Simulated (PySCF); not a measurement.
# Electron correlation in Rb²⁴⁺ (rubidium, charge +24)

Starting occupation: [Ne] 3s2 3p1, 3p1/2 with m_j = +1/2. All numbers are calculated (PySCF 2.14, X2C-1e with screened-nucleus spin-orbit coupling, Gaussian nucleus, in an even-tempered Gaussian basis (19 s from 3.2 bohr⁻², ratio 2.4; 13 p from 4.2 bohr⁻², ratio 2.4; 5 d from 15 bohr⁻², ratio 2.6; 4 f from 23 bohr⁻², ratio 2.6)). Frozen: 1s2; 11 electrons correlated; the 50 highest virtual spinors left out.

MP2 pair energies summed by pair of shells (mhartree):

```tsv
pair	energy	share (%)
2p3/2-2p3/2	-92.59	20.8
2p1/2-2p3/2	-92.04	20.7
3s1/2-3s1/2	-54.88	12.3
2p3/2-2s1/2	-40.04	9.0
3p1/2-3s1/2	-32.99	7.4
2p3/2-3s1/2	-32.59	7.3
2p1/2-2p1/2	-21.07	4.7
2p1/2-2s1/2	-19.30	4.3
2p3/2-3p1/2	-16.29	3.7
2p1/2-3s1/2	-14.47	3.2
2s1/2-2s1/2	-10.59	2.4
2s1/2-3s1/2	-7.74	1.7
2p1/2-3p1/2	-6.43	1.4
2s1/2-3p1/2	-4.46	1.0
```

Total MP2 correlation energy: -445.48 mhartree.

At this charge the one-electron X2C treatment keeps the bare 1/r₁₂, with no two-electron picture change or Breit term. The effect here is smaller than on the frozen 1s shell.
